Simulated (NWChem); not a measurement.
System: CH₄OSi, singlet; SMILES CO[SiH]

NWChem printed, in part:

```
             Northwest Computational Chemistry Package (NWChem) 7.3.0
             --------------------------------------------------------

                             Geometry "geometry" -> ""
                             -------------------------

 Output coordinates in angstroms (scale by  1.889725989 to convert to a.u.)

  No.       Tag          Charge          X              Y              Z
 ---- ---------------- ---------- -------------- -------------- --------------
    1 Si                  14.0000     0.00452000     1.23751100     0.00000000
    2 H                    1.0000    -1.52331900     0.92782200     0.00000000
    3 O                    8.0000     0.52417000    -0.34009900     0.00000000
    4 C                    6.0000    -0.18135800    -1.55109200     0.00000000
    5 H                    1.0000     0.09159700    -2.13977600    -0.89077700
    6 H                    1.0000     0.09159700    -2.13977600     0.89077700
    7 H                    1.0000    -1.27410800    -1.38552800     0.00000000

 Effective nuclear repulsion energy (a.u.)     100.3280280475

                              NWChem Property Module
                              ----------------------

  itol2e modified to match energy
  convergence criterion.

                                 NWChem DFT Module
                                 -----------------

 Summary of "ao basis" -> "ao basis" (spherical)
 ------------------------------------------------------------------------------
       Tag                 Description            Shells   Functions and Types
 ---------------- ------------------------------  ------  ---------------------
 Si                         pcsseg-1                10       24   4s5p1d
 H                          pcsseg-1                 3        5   2s1p
 O                          pcsseg-1                 7       17   3s3p1d
 C                          pcsseg-1                 7       17   3s3p1d

  itol2e modified to match energy
  convergence criterion.

            General Information
            -------------------
          SCF calculation type: DFT
          Wavefunction type:  closed shell.
          No. of atoms     :     7
          No. of electrons :    32
           Alpha electrons :    16
            Beta electrons :    16
          Charge           :     0
          Spin multiplicity:     1
          Use of symmetry is: off; symmetry adaption is: off
          Maximum number of iterations: 150
          AO basis - number of functions:    78
                     number of shells:    36
          Convergence on energy requested:  1.00D-07
          Convergence on density requested:  1.00D-05
          Convergence on gradient requested:  5.00D-04

              XC Information
              --------------
                         PBE0 Method XC Functional
                     Hartree-Fock (Exact) Exchange  0.250
          PerdewBurkeErnzerhof Exchange Functional  0.750
            Perdew 1991 LDA Correlation Functional  1.000 local
           PerdewBurkeErnz. Correlation Functional  1.000 non-local

             Grid Information
             ----------------
          Grid used for XC integration:  fine
          Radial quadrature: Mura-Knowles
          Angular quadrature: Lebedev.
          Tag              B.-S. Rad. Rad. Pts. Rad. Cut. Ang. Pts.
          ---              ---------- --------- --------- ---------
          Si                  1.10      123          11.0       770
          H                   0.35       60          11.0       590
          O                   0.60       70           8.0       590
          C                   0.70       70          10.0       590
          Grid pruning is: on
          Number of quadrature shells:   503
          Spatial weights used:  Erf1

      Superposition of Atomic Density Guess
      -------------------------------------

 Sum of atomic energies:        -403.20738294

      Non-variational initial energy
      ------------------------------

 Total energy =    -404.256579
 1-e energy   =    -754.859802
 2-e energy   =     250.275195
 HOMO         =      -0.235093
 LUMO         =      -0.055059

   convergence    iter        energy       DeltaE   RMS-Dens  Diis-err
 ---------------- ----- ----------------- --------- --------- ---------
 d= 0,ls=0.0,diis     1   -404.8654530353 -5.05D+02  1.05D-02  5.37D-01
 d= 0,ls=0.0,diis     2   -404.8039965582  6.15D-02  6.75D-03  1.17D+00
 d= 0,ls=0.0,diis     3   -404.9143786514 -1.10D-01  1.56D-03  4.84D-02
 d= 0,ls=0.0,diis     4   -404.9184274722 -4.05D-03  4.37D-04  3.45D-03
 d= 0,ls=0.0,diis     5   -404.9188136342 -3.86D-04  1.49D-04  1.94D-04
  Resetting Diis
 d= 0,ls=0.0,diis     6   -404.9188390635 -2.54D-05  3.26D-05  6.47D-06
 d= 0,ls=0.0,diis     7   -404.9188397222 -6.59D-07  5.73D-06  1.03D-07
 d= 0,ls=0.0,diis     8   -404.9188397233 -1.18D-09  2.95D-06  1.06D-07

         Total DFT energy =     -404.918839723331
      One electron energy =     -757.488764045299
           Coulomb energy =      288.358588865642
    Exchange-Corr. energy =      -36.116692591223
 Nuclear repulsion energy =      100.328028047549

 Numeric. integr. density =       31.999998828948

                       DFT Final Molecular Orbital Analysis
                       ------------------------------------

 Vector   14  Occ=2.000000D+00  E=-3.317971D-01
              MO Center=  2.9D-01, -7.5D-01,  3.8D-07, r^2= 1.9D+00
   Bfn.  Coefficient  Atom+Function         Bfn.  Coefficient  Atom+Function
  ----- ------------  ---------------      ----- ------------  ---------------
    41      0.397150  3 O  pz                38      0.370230  3 O  pz
    64      0.233569  5 H  s                 69     -0.233569  6 H  s
    35      0.194778  3 O  pz                55     -0.186202  4 C  pz
    16      0.154129  1 Si pz                58     -0.125712  4 C  pz
    19      0.108827  1 Si pz                65      0.097210  5 H  s

 Vector   15  Occ=2.000000D+00  E=-3.303765D-01
              MO Center=  7.9D-02, -4.5D-01, -3.8D-07, r^2= 2.3D+00
   Bfn.  Coefficient  Atom+Function         Bfn.  Coefficient  Atom+Function
  ----- ------------  ---------------      ----- ------------  ---------------
    39      0.371893  3 O  px                36      0.356627  3 O  px
    74      0.248943  7 H  s                 33      0.188072  3 O  px
    15      0.158648  1 Si py                53     -0.148023  4 C  px
    37     -0.140696  3 O  py                25      0.124185  2 H  s
    64     -0.118880  5 H  s                 69     -0.118879  6 H  s

 Vector   16  Occ=2.000000D+00  E=-2.425501D-01
              MO Center= -6.1D-02,  1.4D+00,  2.2D-08, r^2= 2.5D+00
   Bfn.  Coefficient  Atom+Function         Bfn.  Coefficient  Atom+Function
  ----- ------------  ---------------      ----- ------------  ---------------
     4      0.450439  1 Si s                  3      0.382399  1 Si s
    26     -0.322365  2 H  s                 25     -0.295620  2 H  s
    14      0.275672  1 Si px                 2     -0.245497  1 Si s
    15      0.239474  1 Si py                18      0.193905  1 Si py
    17      0.136206  1 Si px                32     -0.122529  3 O  s

 Vector   17  Occ=0.000000D+00  E=-7.425317D-02
              MO Center=  1.6D-03,  1.2D+00, -2.3D-08, r^2= 2.9D+00
   Bfn.  Coefficient  Atom+Function         Bfn.  Coefficient  Atom+Function
  ----- ------------  ---------------      ----- ------------  ---------------
    19      0.659591  1 Si pz                16      0.459166  1 Si pz
    41     -0.268101  3 O  pz                38     -0.181915  3 O  pz
    10     -0.108714  1 Si pz                35     -0.099396  3 O  pz
     7     -0.092891  1 Si pz                65     -0.073914  5 H  s
    70      0.073914  6 H  s                 64     -0.045037  5 H  s

 Vector   18  Occ=0.000000D+00  E= 2.378818D-02
              MO Center=  9.8D-02,  1.0D+00, -1.1D-09, r^2= 4.3D+00
   Bfn.  Coefficient  Atom+Function         Bfn.  Coefficient  Atom+Function
  ----- ------------  ---------------      ----- ------------  ---------------
    17      0.819548  1 Si px                26      0.614510  2 H  s
    18     -0.595007  1 Si py                32     -0.594984  3 O  s
    49     -0.366485  4 C  s                 75      0.251383  7 H  s
    14      0.249042  1 Si px                15     -0.207930  1 Si py
    56      0.177604  4 C  px                57      0.145708  4 C  py

 Vector   19  Occ=0.000000D+00  E= 7.068420D-02
              MO Center= -1.9D-01, -2.0D+00,  1.6D-08, r^2= 5.1D+00
   Bfn.  Coefficient  Atom+Function         Bfn.  Coefficient  Atom+Function
  ----- ------------  ---------------      ----- ------------  ---------------
    49      1.920347  4 C  s                 65     -1.039214  5 H  s
    70     -1.039214  6 H  s                 75     -0.623463  7 H  s
    26      0.333015  2 H  s                  4     -0.315659  1 Si s
    57     -0.285728  4 C  py                17      0.224878  1 Si px
    48      0.191966  4 C  s                  3      0.175084  1 Si s

     Multipole analysis of the density
     ---------------------------------

     L   x y z        total         alpha         beta         nuclear
     -   - - -        -----         -----         ----         -------
     0   0 0 0     -0.000000    -16.000000    -16.000000     32.000000

     1   1 0 0     -0.370780     -0.709089     -0.709089      1.047398
     1   0 1 0     -0.566545     -0.812917     -0.812917      1.059290
     1   0 0 1     -0.000000     -0.000000     -0.000000      0.000000

     2   2 0 0    -22.097046    -22.397894    -22.397894     22.698741
     2   1 1 0     -0.337329     -0.704180     -0.704180      1.071030
     2   1 0 1     -0.000000     -0.000000     -0.000000      0.000000
     2   0 2 0    -19.207297    -96.627897    -96.627897    174.048496
     2   0 1 1     -0.000000     -0.000000     -0.000000      0.000000
     2   0 0 2    -18.035639    -11.851400    -11.851400      5.667162

          -----------------------------------------
          Chemical Shielding Tensors (GIAO, in ppm)
          -----------------------------------------

                                NWChem CPHF Module
                                ------------------

  scftype          =     RHF
  nclosed          =       16
  nopen            =        0
  variables        =      992
  # of vectors     =        3
  tolerance        = 0.10D-03
  level shift      = 0.00D+00
  max iterations   =       50
  max subspace     =       30

 SCF residual:    1.9349802079839137E-004

Iterative solution of linear equations
  No. of variables      992
  No. of equations        3
  Maximum subspace       30
        Iterations       50
       Convergence  1.0D-04

   iter   nsub   residual    time
   ----  ------  --------  ---------
     1      3    9.84D-01      20.4
     2      6    6.11D-02      23.3
     3      9    3.18D-03      26.3
     4     12    1.87D-04      29.2
     5     15    1.57D-05      32.1

      Atom:    1  Si
        Diamagnetic
    874.9674     -2.1702     -0.0000
     -2.1702    879.0029     -0.0000
     -0.0000     -0.0000    875.3606

        Paramagnetic
   -970.4387    485.0101     -0.0000
    485.0101  -1084.8366      0.0000
     -0.0000      0.0000   -673.6325

        Total Shielding Tensor
    -95.4712    482.8400     -0.0000
    482.8400   -205.8337      0.0000
     -0.0000      0.0000    201.7281

           isotropic =     -33.1923
          anisotropy =    -905.1647

          Principal Components and Axis System
                 1           2           3
             -636.6354    335.3304    201.7281

      1        -0.6658      0.7462     -0.0000
      2         0.7462      0.6658     -0.0000
      3        -0.0000      0.0000      1.0000

      Atom:    2  H
        Diamagnetic
     36.6125     -0.1398      0.0000
     -0.1398     25.7300     -0.0000
      0.0000     -0.0000     22.6191

        Paramagnetic
    -11.1195      4.0482      0.0000
      4.0482     -5.4777      0.0000
      0.0000      0.0000     -0.2857

        Total Shielding Tensor
     25.4930      3.9083      0.0000
      3.9083     20.2523      0.0000
      0.0000      0.0000     22.3333

           isotropic =      22.6929
          anisotropy =       7.3279

          Principal Components and Axis System
                 1           2           3
               27.5781     22.3333     18.1672

      1         0.8823     -0.0000     -0.4707
      2         0.4707      0.0000      0.8823
      3         0.0000      1.0000     -0.0000

      Atom:    3  O
        Diamagnetic
    388.3906      3.9809      0.0000
      3.9809    420.3723     -0.0000
      0.0000     -0.0000    382.6670

        Paramagnetic
   -491.5246    -91.2978     -0.0000
    -91.2978   -507.3351     -0.0000
     -0.0000     -0.0000    -10.3182

        Total Shielding Tensor
   -103.1340    -87.3170     -0.0000
    -87.3170    -86.9627     -0.0000
     -0.0000     -0.0000    372.3489

           isotropic =      60.7507
          anisotropy =     467.3972

          Principal Components and Axis System
                 1           2           3
              372.3489   -182.7389     -7.3578

      1        -0.0000      0.7390     -0.6737
      2         0.0000      0.6737      0.7390
      3         1.0000      0.0000     -0.0000

      Atom:    4  C
        Diamagnetic
    245.1214      7.7488      0.0000
      7.7488    254.9579     -0.0000
      0.0000     -0.0000    240.3083

        Paramagnetic
   -133.2286     27.9835     -0.0000
     27.9835    -94.1386      0.0000
     -0.0000      0.0000   -173.6173

        Total Shielding Tensor
    111.8928     35.7322      0.0000
     35.7322    160.8193      0.0000
      0.0000      0.0000     66.6910

           isotropic =     113.1344
          anisotropy =      99.7886

          Principal Components and Axis System
                 1           2           3
              179.6601     93.0520     66.6910

      1         0.4664      0.8846     -0.0000
      2         0.8846     -0.4664     -0.0000
      3         0.0000      0.0000      1.0000

      Atom:    5  H
        Diamagnetic
     23.2106     -0.3352     -1.7942
     -0.3352     32.0546      7.6685
     -1.7942      7.6685     31.4028

        Paramagnetic
      1.2689      1.9863      1.9296
      1.9863     -2.3884     -4.8289
      1.9296     -4.8289     -6.0623

        Total Shielding Tensor
     24.4795      1.6511      0.1354
      1.6511     29.6662      2.8396
      0.1354      2.8396     25.3405

           isotropic =      26.4954
          anisotropy =       7.3824

          Principal Components and Axis System
                 1           2           3
               31.4170     24.6404     23.4288

      1         0.2181      0.7440      0.6316
      2         0.8823      0.1263     -0.4535
      3         0.4172     -0.6561      0.6289

      Atom:    6  H
        Diamagnetic
     37.8160      1.8142      0.0000
      1.8142     26.7626     -0.0000
      0.0000     -0.0000     20.9971

        Paramagnetic
     -8.7165      0.6036     -0.0000
      0.6036     -0.6458      0.0000
     -0.0000      0.0000      5.0118

        Total Shielding Tensor
     29.0994      2.4178     -0.0000
      2.4178     26.1168      0.0000
     -0.0000      0.0000     26.0089

           isotropic =      27.0751
          anisotropy =       5.0607

          Principal Components and Axis System
                 1           2           3
               30.4488     26.0089     24.7674

      1         0.8732     -0.0000     -0.4873
      2         0.4873      0.0000      0.8732
      3         0.0000      1.0000     -0.0000
```

Level: PBE0/pcSseg-1, GIAO. Low-valent species are run as closed-shell singlets; no triplet was tried in these runs. The geometry was optimised at PBE0/def2-SVP. The output numbers the shielded atoms by their place in the input's list. The printed shielding anisotropy is the first printed principal value minus the mean of the other two.

**Question.** Which NWChem input produces such a log?

**Answer.** Several could match; the one computed here: the input that was run:
```
start job
memory heap 200 mb stack 900 mb global 1100 mb
geometry units angstroms noautosym nocenter noautoz
  Si     0.004520     1.237511     0.000000
  H     -1.523319     0.927822     0.000000
  O      0.524170    -0.340099     0.000000
  C     -0.181358    -1.551092     0.000000
  H      0.091597    -2.139776    -0.890777
  H      0.091597    -2.139776     0.890777
  H     -1.274108    -1.385528     0.000000
end
basis spherical
  * library pcsseg-1
end
dft
  xc pbe0
  iterations 150
end
property
  shielding 6 1 2 3 4 5 7
end
task dft property
```
